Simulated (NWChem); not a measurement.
System: CH$_{7}$NOSi; SMILES C[SiH](O)N

The following NWChem deck was run.

```
start job
memory heap 200 mb stack 900 mb global 1100 mb
geometry units angstroms noautosym nocenter noautoz
  Si     0.093578     0.084986    -0.347284
  C      0.339872    -1.702103     0.184783
  N     -1.491200     0.545664     0.184141
  O      1.226779     1.135725     0.287620
  H      0.331970     0.220474    -1.808849
  H     -0.354859    -2.372167    -0.337266
  H      0.186458    -1.834155     1.262713
  H      1.357199    -2.034689    -0.050265
  H     -1.922900     1.401492    -0.143479
  H     -2.188120    -0.165746     0.366486
  H      1.101250     1.327481     1.228566
end
basis spherical
  * library 6-31g*
end
dft
  xc b3lyp
  iterations 150
end
property
  shielding
end
task dft property
```

Geometry: optimised at B3LYP/6-31G* (spherical d). B3LYP is NWChem's, with the RPA form of VWN correlation.

GIAO values for the isolated, static molecule; σ is the absolute isotropic shielding, δ = σ(reference) − σ with the isolated reference molecule computed at the same levels (13C: tetramethylsilane, 1H: tetramethylsilane, 15N: ammonia, 17O: water, 29Si: tetramethylsilane).

Atoms are numbered as in the input.

Question: What results follow from this input? (B3LYP/6-31G* (spherical d), GIAO.) Quantities: δ Si1 (ppm); δ C2 (ppm); δ N3 (ppm); δ O4 (ppm); δ H5 (ppm); δ H6 (rotor mean) (ppm); δ H10 (ppm).

Answer: 
- δ Si1 (ppm): -7.6
- δ C2 (ppm): 0.5
- δ N3 (ppm): 20.7
- δ O4 (ppm): 42.1
- δ H5 (ppm): 5.23
- δ H6 (rotor mean) (ppm): -0.09
- δ H10 (ppm): 0.08
